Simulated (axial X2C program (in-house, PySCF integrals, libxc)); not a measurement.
**Spectroscopic constants of RhAs**

Computed with an in-house relativistic program for diatomic molecules. Spin-free means the one-electron spin-free X2C Hamiltonian; two-component (2c) means X2C with spin–orbit coupling and atomic mean-field two-electron Coulomb and Gaunt terms, so the difference of the two also holds small scalar two-electron terms. Basis: Rh dyall-cv3z [12s12p8d5f3g], As dyall-cv3z [9s9p6d4f1g] (cores contracted in-house); Gaussian nuclei, density fitting, unrestricted open shells. Masses: Rh 102.906 u, As 74.922 u.

The run was started with this input:
```json
{"zs": [45, 33], "q": 0, "bas": ["dyall-cv3z", "dyall-cv3z"], "levels": ["PBE0", "HF", "LDA"], "cc": true, "r0": 2.46, "thr": -2.0, "nmax": 90, "npts": 10, "nst": 2, "ntry": 6}
```
```bash
python so2c.py task.json out
```

Keys: zs atomic numbers; q charge; bas basis sets; levels methods; cc coupled cluster on or off; r0 starting distance in Å; thr threshold in hartree for freezing inner shells (an s shell follows its p shell); nmax most natural virtual spinors; npts points on the curve; nst determinants followed; ntry starts of the search. HF also brings MP2.

State, spin-free: M_S = 2, Λ = 2 (beyond evenly filled blocks: σα, π+α, π-α, δ+α, δ+β, δ-α); electrons by block: σα: 17, σβ: 16, π+α: 9, π+β: 8, π-α: 9, π-β: 8, δ+α: 3, δ+β: 3, δ-α: 3, δ-β: 2. Fragments: Rh + As.

State, 2c: Ω = 4 (⟨Sz⟩ = 2.00, ⟨Lz⟩ = 2.00 at PBE0); electrons by block: 1/2: 25, -1/2: 25, 3/2: 12, -3/2: 11, 5/2: 3, -5/2: 2. Fragments: Rh + As.

```csv
Hamiltonian,level,Re (Å),ωe (cm⁻¹),ωexe (cm⁻¹),αe (cm⁻¹),De (eV),k (mdyn/Å),μ (D)
spin-free,PBE0,2.263,279.8,0.978,0.000345,2.38,2,-2.74
spin-free,HF,2.516,200.3,0.414,0.00021,0.385,1.02,-5.07
spin-free,MP2,2.235,236.3,0.821,0.000205,1.79,1.43,n/a
spin-free,LDA,2.207,324.8,0.928,0.000299,n/a,2.69,-2.16
2c,PBE0,2.264,278.9,0.974,0.000345,n/a,1.99,-2.75
2c,HF,2.517,199.9,0.412,0.00021,n/a,1.02,-5.07
2c,MP2,2.239,236.4,n/a,0.000219,n/a,1.43,n/a
```

Correlated methods: 14 electrons correlated (number of frozen shells: Rh 4 s, 3 p, 1 d; As 3 s, 2 p, 1 d), 314 virtual spin orbitals or spinors in MP2.

Dipoles are positive if As is the positive end.

The state is a single determinant with fixed occupations, the lowest that a limited PBE0 search found. Dissociation energies refer to the lowest single-determinant-based atoms at the same level and basis. De is not given where an atomic determinant may have missed its ground term or J level, or where the truncated virtual space spoils (T). Density functionals use the spin component along the axis (collinear). Other states lie close and PBE0, whose exact exchange favours high spin, may order them wrongly; the determinant shown need not be the ground state. The nearest other spin-free determinant of the search, M_S = 1, Λ = 0, lies 0.51 eV up at the distance of the search. Without a current term, density functionals place determinants with orbital angular momentum somewhat too high. With several unpaired electrons one determinant need not be a pure state. Open-shell Ω = 0 determinants with evenly filled partner blocks cannot be reached by this program, so the Ω shown need not be the lowest component. At some level and bond length an empty orbital lies below a filled one.

No reliable constants came from LDA (2c): no minimum in range, unconverged points, a curve that is not smooth, a change of character along it, or the two Hamiltonians disagreeing along it.

Rough cost a point (2c) on 1 thread(s) of a shared host, integrals apart: PBE0 3 s, HF 3 s.
